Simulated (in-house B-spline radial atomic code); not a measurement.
Results of a calculation; reference values are marked as such.
**Two electrons in Si: a Gaussian well −V exp(−r²/w²) with V = 74.4 meV and w = 12.8 nm**

For Si the NSM archive of the Ioffe Institute lists m_l = 0.98 m0, m_t = 0.19 m0 and ε = 11.7; the model takes one isotropic valley with the conductivity mass 3/(1/m_l + 2/m_t) = 0.26 m0, and so misses anisotropy and the other valleys. All triplets below are those of one valley; with several valleys two electrons can form a triplet in the 1s orbital itself, at an energy set by the valley splitting.

Effective-mass model with parabolic bands, a uniform dielectric constant, no image charges, no central-cell or spin-orbit terms. Two-electron levels come from full CI in B-splines with partial waves to l = 5 (up to 0.001 effective hartree above the limit).

Task: What are the effective units, and what is the potential in them?

Result: Ha* = 27211.386 meV × 0.26/11.7² = 51.68 meV and a* = 0.0529177 nm × 11.7/0.26 = 2.381 nm. V = 1.44 Ha* and w = 5.38 a*.

In these units the lowest s and p orbitals lie at -1.000031 and -0.730631, and their Coulomb and exchange integrals are J_ss = 0.417268, J_sp = 0.338370 and K_sp = 0.06563. Full CI gives -1.645824 for the ground singlet, -1.475395 for the sp triplet, -1.390089 for the sp singlet and -1.271735 for the lowest triplet of two s orbitals.

Task: What does it cost to add the second electron, to first order and exactly?

Result: To first order E = 2ε_s + J_ss = -1.582793, so the charging energy E(2) − 2E(1) is J_ss = 21.57 meV. CI gives -1.645824 − 2 × (-1.000031) = 0.354238, or 18.31 meV: relaxation and correlation lower it by 3.258 meV, 15.1 % of J_ss. The s² configuration of one-electron orbitals holds 91.1 % of the state, and the mean radius is 5.9 nm. The second electron is bound by ε_s − E = 33.38 meV, against 51.69 meV for the first.

Task: How far above the singlet do the triplets lie?

Result: To first order the sp triplet lies at ε_s + ε_p + J_sp − K_sp = -1.457924, which is 6.454 meV above 2ε_s + J_ss. CI gives -1.475395 − (-1.645824) = 0.170428, or 8.808 meV, 63 % of the orbital spacing of 13.92 meV. The ss triplet lies 19.33 meV up, so the lower of the two is the sp one, and its gap equals k_BT at 102 K. The sp singlet-triplet splitting is 4.409 meV, against 2K_sp = 6.784 meV.
